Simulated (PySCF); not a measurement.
Simulated C 1s region for `NC(=O)[Si@H]1CC[SiH2]O1`, binding energy against the vacuum level.

Every computed line was given a Gaussian of 0.8 eV full width at half maximum and an area set by the number of equivalent atoms; the highest printed point is 100. The calculation used PySCF 2.14.0, delta-SCF UKS SCAN, pcX-2 on the ionised atom, pcseg-1 elsewhere, spin-free X2C.

binding energy (eV), intensity and a bar:
```
    289.2          0 
    289.3          0 
    289.4          1 
    289.5          3 #
    289.6          6 ##
    289.7         11 ###
    289.8         19 ######
    289.9         32 #########
    290.0         47 ##############
    290.1         65 ###################
    290.2         82 ########################
    290.3         94 ############################
    290.4        100 ##############################
    290.5         97 #############################
    290.6         87 ##########################
    290.7         72 #####################
    290.8         54 ################
    290.9         37 ###########
    291.0         24 #######
    291.1         14 ####
    291.2          7 ##
    291.3          4 #
    291.4          2 
    291.5          1 
    291.6          0 
    291.7          0 
    291.8          0 
    291.9          0 
    292.0          0 
    292.1          1 
    292.2          1 
    292.3          3 #
    292.4          5 ##
    292.5          9 ###
    292.6         15 #####
    292.7         23 #######
    292.8         32 #########
    292.9         40 ############
    293.0         47 ##############
    293.1         50 ###############
    293.2         49 ###############
    293.3         44 #############
    293.4         37 ###########
    293.5         28 ########
    293.6         19 ######
    293.7         12 ####
    293.8          7 ##
    293.9          4 #
    294.0          2 #
    294.1          1 
    294.2          0 
    294.3          0
```

Task: Count the maxima, the lines and the sites behind this envelope.

Result: The curve has 2 maxima (at 290.4 and 293.1 eV). Under it lie 3 lines from 3 inequivalent carbon sites. At this width some lines have no maximum of their own.

Task: Decompose the envelope and assign each component. Numbering: `[NH2:1][C:2](=[O:3])[Si@H:4]1[CH2:5][CH2:6][SiH2:7][O:8]1`.

Result: 
```csv
position (eV),relative area,line,atoms,environment
290.38,1,C 1s,C5,sp3 carbon bound to silicon
290.46,1,C 1s,C6,sp3 carbon bound to silicon
293.13,1,C 1s,C2,carbonyl carbon
```

Task: What are the centre and the root-mean-square width of the whole band?

Result: The area-weighted mean of the lines is 291.32 eV. Their own spread about it is 1.28 eV (rms) and each Gaussian has σ = 0.8/2.355 = 0.34 eV; the variances add, which gives 1.32 eV.

Lowest listed C 1s: C5, bonded to C, 2 H and Si. Highest, 2.75 eV above it: C2, bonded to O (double bond), N and Si. Summing the Pauling electronegativity differences to the bonded atoms, each weighted by its formal bond order, gives -1.35 for the lowest site and +1.62 for the highest; no listed site has a larger sum than the highest.

Shake-up satellites, vibrational structure and lifetime widths aren't simulated. The structure is a single PBE0-D3(BJ)/def2-SVP conformer in the gas phase; no vibrational or solvent corrections.
